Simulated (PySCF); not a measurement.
One entry of a table of gas-phase calculations, keyed by method. Lists by class give the value and the number of equivalent atoms.

```json
{
 "formula": "C2H5BF2O2Si",
 "smiles": "O=C(CB(F)F)O[SiH3]",
 "inchi": "InChI=1S/C2H5BF2O2Si/c4-3(5)1-2(6)7-8/h1H2,8H3",
 "charge": 0,
 "multiplicity": 1,
 "geometry_level": "PBE0-D3(BJ)/def2-SVP",
 "atoms_angstrom": [
  ["O", 0.106, 0.669, 1.658],
  ["C", 0.032, -0.104, 0.736],
  ["C", 1.04, -1.167, 0.429],
  ["B", 2.047, -0.704, -0.682],
  ["F", 1.713, 0.193, -1.586],
  ["F", 3.26, -1.213, -0.756],
  ["O", -0.964, -0.052, -0.152],
  ["Si", -2.097, 1.23, 0.048],
  ["H", 0.528, -2.059, 0.028],
  ["H", 1.584, -1.448, 1.34],
  ["H", -2.828, 1.075, 1.332],
  ["H", -3.017, 1.032, -1.102],
  ["H", -1.404, 2.541, -0.051]
 ],
 "electronic_structure_code": "PySCF",
 "results": {
  "PBE0-D3(BJ)/def2-SVP geometry optimisation, gas phase": {
   "point_group": "C1",
   "rotational_constants_GHz": [3.831, 0.852, 0.765]
  },
  "CAM-B3LYP/def2-SVPD ground state, ΔSCF and vertical TDDFT (core frozen in the response)": {
   "dipole_D": 1.84,
   "homo_eV": -10.05,
   "lumo_eV": 0.55,
   "S1_eV": 5.94,
   "strongest_line_of_10_singlets_eV": 8.23,
   "T1_tda_eV": 5.44,
   "polarisability_au": 68.7,
   "vertical_ip_eV": 10.91,
   "r2_bohr2_about_centre_of_nuclear_charge": 1406.4,
   "singlets_eV_and_f": [
    [5.94, 0.001],
    [7.66, 0.016],
    [8.01, 0.023],
    [8.12, 0.002],
    [8.23, 0.088],
    [8.37, 0.012],
    [8.4, 0.018],
    [8.7, 0.015],
    [8.75, 0.038],
    [8.94, 0.014]
   ],
   "triplets_tda_eV": [5.44, 6.23, 7.52, 7.68]
  },
  "CAM-B3LYP/pcSseg-2 ground state and GIAO shieldings, non-relativistic": {
   "shift_vs_computed_TMS_C_by_class_ppm": [
    [185.1, 1],
    [25.9, 1]
   ],
   "shift_vs_computed_TMS_H_by_class_ppm": [
    [4.81, 3],
    [2.31, 2]
   ],
   "shielding_other_nuclei_by_class_ppm": [
    ["B", 69.8, 1],
    ["O", -117.7, 1],
    ["O", 124.7, 1],
    ["F", 246.3, 2],
    ["Si", 368.1, 1]
   ]
  }
 }
}
```

The principal polarisabilities are 59.6, 65.5 and 80.9 au; their mean is the isotropic value. The rotational constants make it an asymmetric top with κ = (2B − A − C)/(A − C) = -0.94, nearer the prolate limit (−1). S1 lies 4.66 eV below the HOMO–LUMO gap; its leading configuration is HOMO→LUMO+1, weight 0.61.

 NMR classes are plain means over equivalent atoms (diastereotopic ones count apart unless rotation or inversion swaps them), as if these changed places fast; in this geometry the members of some classes differ.

For the geometry optimisation (PBE0-D3(BJ)/def2-SVP), hardware: one thread, Arm Neoverse V1 (aarch64), shared host with 32 logical CPUs at a one-minute load of 16. Cost: 3.4 min wall, 0.55 GiB resident at most.

Shape of the structure used: `[O:1]=[C:2]([CH2:3][B:4]([F:5])[F:6])[O:7][SiH3:8]`: O1–C2–C3–B4 -98°, C2–C3–B4–F5 -27°, O1–C2–O7–Si8 3°.

One conformer stands for the species.
